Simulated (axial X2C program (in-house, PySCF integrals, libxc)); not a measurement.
# Correcting the dissociation energy of AsI for spin–orbit coupling

A spin-free PBE0 curve (one-electron X2C) was computed with an axial X2C code built on PySCF integrals, basis I dyall-cv3z [11s12p8d4f1g], As dyall-cv3z [9s9p6d4f1g] (cores contracted in-house), for the state M_S = 1, Λ = 0 (beyond evenly filled blocks: π+α, π-α). It gives D0 = 2.430 eV to I + As, which in a spin-free picture are the weighted means of the ground terms.

Measured levels of the ground terms (NIST Handbook of Basic Atomic Spectroscopic Data), in cm⁻¹: I 2P: J = 3/2 at 0, J = 1/2 at 7603.1; As 4S: J = 3/2 at 0.

The molecular state has Λ = 0, so it has no first-order lowering.

Problem. How far does each ground level lie under the (2J+1)-weighted mean of its term?

Solution. I: (4 × 0 + 2 × 7603.1)/6 = 2534 cm⁻¹; As: a single level, 0.

Problem. Correct D0.

Solution. D0 = 2.430 + (0 − 2534)/8065.5 = 2.116 eV at PBE0 with these spin–orbit terms. The direct two-component run gives 2.174 eV; the difference holds second-order terms in the molecule, scalar two-electron terms, the gap between measured and computed atomic splittings (a 2c atom can miss part of its lowering) and, in coupled cluster, the truncation of each run.

Second-order spin–orbit effects in the molecule, which grow quickly with Z, are left out. Occupations by symmetry block were frozen at the best pattern of an incomplete PBE0 search. De is counted from the lowest determinant-based energies of the atoms at the same level, without counterpoise correction. PBE0 can misorder states that lie within some tenths of an eV, so this need not be the ground state of the molecule. The nearest other spin-free determinant of the search, M_S = 0, Λ = 2, lies 0.84 eV up at the distance of the search.
